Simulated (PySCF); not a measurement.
Job for PySCF: R-HF/STO-3G on CH5AlO (SMILES C[O][AlH2]), a point of a bond scan (R = 1.571 Å).

```python
from pyscf import gto, scf, dft, mp
from pyscf.data.elements import chemcore

mol = gto.M(
    atom='''
    Al   -0.48447785    0.89780616    0.62601054
    H    -0.45267347    1.21771084    2.16386233
    H    -1.22107104    1.77313262   -0.46313067
    O     0.33969018   -0.49209283    0.13373798
    C     0.56151194   -1.13056905   -1.10068500
    H     0.08822596   -0.60052820   -1.93547360
    H     1.63509344   -1.19352194   -1.29911414
    H     0.16204404   -2.14811651   -1.07007472
    ''',
    basis='sto-3g',
    charge=0, spin=0, verbose=3, max_memory=1800)
mf = scf.RHF(mol)
mf.conv_tol = 1e-8
mf.max_cycle = 100
mf.kernel()
if not mf.converged:
    mf = mf.newton().run(mf.mo_coeff, mf.mo_occ)
```

Q: Give the final energy of this run.

A: -353.1840 hartree.
